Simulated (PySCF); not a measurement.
Spinor energies of S- (sulfur, charge -1)

Start: [Ne] 3s2 3p5; 3p1/2 filled at m_j = -1/2, +1/2; 3p3/2 filled at m_j = -1/2, +1/2, +3/2. Calculated with PySCF 2.14 in x2c-SVPall-2c with one added diffuse shell each of s, p type (5s5p1d, 25 functions): generalised Hartree-Fock with the X2C-1e Hamiltonian and a Gaussian nucleus; one run each with spin-orbit coupling (SO) switched off, then screened by Boettger's factors.

```json
{"spinor shell": "1s1/2", "electrons": "2", "ε, spin-free (eV)": "-2501.2", "ε, screened SO (eV)": "-2501.2", "weight of nominal j (screened SO)": "1.000", "rms radius, screened SO (bohr)": "0.112"}
{"spinor shell": "2s1/2", "electrons": "2", "ε, spin-free (eV)": "-237.30", "ε, screened SO (eV)": "-237.29", "weight of nominal j (screened SO)": "1.000", "rms radius, screened SO (bohr)": "0.517"}
{"spinor shell": "2p1/2", "electrons": "2", "ε, spin-free (eV)": "-172.96", "ε, screened SO (eV)": "-173.96", "weight of nominal j (screened SO)": "0.992", "rms radius, screened SO (bohr)": "0.489"}
{"spinor shell": "2p3/2", "electrons": "4", "ε, spin-free (eV)": "-172.96", "ε, screened SO (eV)": "-172.45", "weight of nominal j (screened SO)": "0.996", "rms radius, screened SO (bohr)": "0.492"}
{"spinor shell": "3s1/2", "electrons": "2", "ε, spin-free (eV)": "-15.842", "ε, screened SO (eV)": "-15.835", "weight of nominal j (screened SO)": "1.000", "rms radius, screened SO (bohr)": "1.93"}
{"spinor shell": "3p1/2", "electrons": "2", "ε, spin-free (eV)": "-2.972", "ε, screened SO (eV)": "-2.961", "weight of nominal j (screened SO)": "0.653", "rms radius, screened SO (bohr)": "2.60"}
{"spinor shell": "3p3/2", "electrons": "3", "ε, spin-free (eV)": "-2.972", "ε, screened SO (eV)": "-2.980", "weight of nominal j (screened SO)": "0.768", "rms radius, screened SO (bohr)": "2.58"}
```

```
   quantity   spin-free  screened SO
E (hartree)  -398.47211   -398.47327
        M_J         3/2          3/2
       ⟨J²⟩       3.768        3.768
       ⟨L²⟩       2.008        2.008
       ⟨S²⟩       0.759        0.759
```

Each row is a mean over spinors that exchange with the open shell spreads, by up to 2.895 eV (3s1/2).

Rows whose weight is well below 1 are mixtures of j = l ± 1/2: exchange outweighs spin-orbit coupling there, and the label is only the starting occupation.

Without spin-orbit coupling the j labels of p, d and f shells carry no meaning; the spin-free column gives the mean over the occupied spinors of each nl shell.
